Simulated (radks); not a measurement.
The numbers below are computed, except where a source is named.
Zr, configuration [Kr] 4d3 5s1 (not the ground configuration). Code: a radial shooting solver on a logarithmic mesh with Libxc functionals. Model: Dirac Kohn-Sham, PBEsol, spin-unpolarised, spherical densities, finite nucleus; open shells are shared between the two j in proportion to 2j + 1; Fermi nuclear charge, rms radius 4.2694 fm.

Normalised radial functions P(r) = r R(r) (large component), r in bohr:

r           4p3/2
0.004053   0.0042
0.006242   0.0095
0.009693   0.0212
0.01505    0.0454
0.02337    0.0916
0.03628    0.1679
0.05634    0.2630
0.08748    0.3097
0.1358     0.1753
0.2109    -0.1940
0.3275    -0.4871
0.5084    -0.1822
0.7895     0.5908
1.226      0.9550
1.903      0.5961
2.955      0.1655
4.589      0.0175
7.125      0.0004
11.06      0.0000

4p3/2: eigenvalue -29.911 eV, 2 radial nodes at r = 0.172, 0.569 bohr, <r> = 1.39 bohr, 90 % of the charge inside 2.07 bohr.
